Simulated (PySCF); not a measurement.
## How methods differ on the electron affinity of Pb

Pb⁻ [Xe] 4f14 5d10 6s2 6p3 (4S) → Pb [Xe] 4f14 5d10 6s2 6p2 (3P), as a difference of total energies. Computed with PySCF 2.14 in aug-cc-pVTZ-DK3 (9s8p6d3f, 84 functions), with the spin-free X2C one-electron Hamiltonian (Gaussian nucleus). Correlated levels: valence: [Xe] 4f14 5d10 frozen. The calculations carry no spin-orbit coupling.

```
           method  electron affinity (eV)  difference from reference (eV)
              UHF                   0.875                          +0.518
              LDA                   1.487                          +1.130
              PBE                   1.329                          +0.972
             PBE0                   1.312                          +0.955
           r2SCAN                   1.416                          +1.059
             TPSS                   1.259                          +0.902
             BLYP                   1.143                          +0.786
    MP2 (valence)                   1.224                          +0.867
SCS-MP2 (valence)                   1.088                          +0.731
```

Reference: 0.357 eV (measured; photodetachment measurements, as compiled on the Wikipedia data page of electron affinities).

Spin-orbit coupling is strong in these open shells (close to jj coupling). The scalar numbers leave it out and a first-order estimate fails, so it can dominate the gap to the real levels.

Errors of the correlated levels include the incompleteness of this basis and the frozen core.

In the anion the highest occupied orbital energy is positive at LDA, PBE, PBE0, r2SCAN, TPSS, BLYP, a self-interaction effect; the basis confines that electron, and the energy difference can still be sensible.
